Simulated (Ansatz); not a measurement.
GeH2MeI (CH5GeI). Charge 0, multiplicity 3. Geometry PBE0-D4/def2-SVP, that of the neutral singlet; atoms count from 1.

```xyz
8

Ge    0.327    0.077    0.810
H     1.745    0.663    0.920
H     0.182   -1.153    1.722
C    -0.178   -0.300   -1.028
H     0.507   -1.048   -1.456
H    -0.127    0.619   -1.628
H    -1.205   -0.692   -1.062
I    -1.250    1.834    1.721
```

In the def2 sets I takes a core potential; there is no spin–orbit coupling. At PBE0-D4/def2-TZVP a singlet of charge 0 lies 4.97 eV below the triplet at the same geometry.

Estimate the Mulliken populations from the PBE0/def2-TZVP orbitals of Ansatz.


```
atom  charge (e)  spin (α − β)
 Ge1       -0.05          0.62
  H2        0.01          0.08
  H3        0.01          0.08
  C4       -0.48          0.00
  H5        0.15          0.01
  H6        0.14          0.00
  H7        0.14          0.00
  I8        0.08          1.22
```
Mulliken values depend strongly on the basis.

Where does the spin sit?

Summed by element: Ge 0.62, H 0.16, C 0.00, I 1.22, of 2 unpaired in all. Largest on single atoms: I8 1.22, Ge1 0.62, H3 0.08.

And the Mayer bond orders between heavy atoms (over 0.3)?

Ge1–C4 0.95 (1.94 Å); Ge1–I8 0.46 (2.53 Å).
